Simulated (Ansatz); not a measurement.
I$_{2}$Sn, singlet, geometry from GFN2-xTB (such geometries of metal compounds can be far from the true shape) (all electrons, no relativity); B3LYP/3-21G (Ansatz, a program for electronic structure).

Ansatz was given this input:
Ansatz 0.2 input:
```yaml
crystal:
  periodic: [false, false, false]
  atoms:
    - {symbol: Sn, position_ang: [-0.00085342, -0.00395542, 1.15473199]}
    - {symbol: I, position_ang: [1.08671471, -1.84536015, -0.55020954]}
    - {symbol: I, position_ang: [-1.08590960, 1.84909168, -0.53916026]}
basis:
  gaussian:
    orbitals: 3-21G.json
hamiltonian:
  xc: b3lyp
```
The basis file holds 3-21G in the JSON format of the Basis Set Exchange.

**Question.** What does Ansatz print? Leave out banner, timings and long lists.

**Answer.** 
```
Functional definition: B3LYP
1224 factors; integrals over basis functions are off by at most 2.0e-4 eV
mean field evaluation 1: about -538253.4032 eV, gradient 1.6e1 eV
mean field evaluation 2: about -538250.9492 eV, gradient 2.7e1 eV
mean field evaluation 4: about -538254.3802 eV, gradient 4.1e-1 eV
mean field evaluation 8: about -538254.3801 eV, gradient 1.8e-3 eV
mean field -538254.38013470 eV, -19780.4836280276 hartree, gradient 3.9e-5 eV, S^2 0.000000; 0 other end points of the search recorded, 0 dependent functions left out
reference -538254.38034201 eV, -19780.4836356461 hartree; 78, 78 occupied and 21, 21 virtual orbitals, 1224 factors
Total energy: -538254.38034201 eV, -19780.4836356461 hartree
```
